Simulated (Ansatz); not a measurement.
Reaction (formal exchange of groups at the Si–C bond): `N/C(F)=C/[SiH3]` + `CO[Si](N)(O)O` → `CO[Si](N)(O)[SiH3]` + `N/C(F)=C\O`

Gas-phase electronic energies from Ansatz, PBE0-D4/def2-TZVP geometries. CBS: MP2 limit from def2 TZ/QZ plus the TZ coupled-cluster correction, frozen cores. Double bonds are as drawn, so ΔE can hold a change between cis and trans. DFT in def2-TZVPP. B3LYP here is the variant with VWN-RPA as its local correlation; programs differ in this. Each species was taken in one conformer, which may not be the lowest.

`N/C(F)=C/[SiH3]`:

Z-matrix (Å, degrees):
```
Si
C 1 1.844
H 1 1.487 2 107.9
H 1 1.489 2 112.4 3 119.2
H 1 1.489 2 112.6 3 -119.4
C 2 1.334 1 123.5 3 179.7
H 2 1.084 1 120.0 3 0.5
F 6 1.340 2 120.1 1 2.1
N 6 1.364 2 130.1 1 -174.7
H 9 1.005 6 115.8 2 -15.9
H 9 1.007 6 115.6 2 -154.2
```

`CO[Si](N)(O)O`:

Cartesian coordinates in Å:
```
C -1.330 -1.122 -0.953
O -0.407 -0.070 -1.094
Si 0.391 0.624 0.152
N 1.548 -0.298 0.984
O -0.784 1.034 1.219
O 1.220 1.865 -0.507
H -2.156 -0.842 -0.291
H -0.849 -2.023 -0.554
H -1.735 -1.358 -1.939
H 2.457 -0.469 0.590
H 1.288 -0.991 1.664
H -0.488 1.425 2.042
H 0.846 2.224 -1.313
```

`CO[Si](N)(O)[SiH3]`:

```xyz
15

C    -1.647    1.339   -0.632
O    -0.279    1.085   -0.848
Si    0.488   -0.289   -0.384
N     2.114    0.051   -0.779
O    -0.009   -1.638   -1.181
Si    0.029   -0.796    1.860
H    -1.873    2.337   -1.011
H    -1.902    1.311    0.434
H    -2.278    0.615   -1.157
H     2.445    1.001   -0.743
H     2.846   -0.609   -0.579
H     0.240   -1.690   -2.108
H     0.905   -1.908    2.322
H     0.308    0.391    2.718
H    -1.387   -1.199    2.088
```

`N/C(F)=C\O`:

```xyz
9

N     0.229    0.565    1.075
C    -0.071   -0.523    0.263
F    -0.234   -1.727    0.868
C    -0.199   -0.423   -1.054
O    -0.052    0.738   -1.726
H     1.109    0.462    1.566
H    -0.501    0.771    1.747
H    -0.432   -1.275   -1.679
H     0.152    1.411   -1.060
```

```
          level  ΔE (kJ/mol)  difference from CCSD(T)/CBS
         PBE-D4        186.7                        -35.5
      r2SCAN-D4        219.7                         -2.5
        PBE0-D4        203.0                        -19.2
       B3LYP-D4        212.7                         -9.5
        ωB97X-V        212.7                         -9.5
        ωB97M-V        223.4                          1.2
         r2SCAN        220.2                         -2.0
           PBE0        204.2                        -18.0
          B3LYP        214.2                         -8.0
  HF/def2-TZVPP        247.4                         25.2
 MP2/def2-TZVPP        237.0                         14.8
CCSD/def2-TZVPP        224.9                          2.7
  HF/def2-QZVPP        249.3                         27.1
 MP2/def2-QZVPP        238.8                         16.6
   HF/CBS(def2)        249.5                         27.3
 CCSD/CBS(def2)        226.8                          4.6
    CCSD(T)/CBS        222.2                            0
```

Largest T1 diagnostic among the species: 0.012.

In def2-TZVPP, CCSD(T) changes the Hartree–Fock value by −27.2 kJ/mol (the triples alone add −4.7 kJ/mol) and MP2 by −10.4 kJ/mol. From PBE to PBE0 (25 % exact exchange), in def2-TZVPP and without D4, ΔE moves by +16.5 kJ/mol.
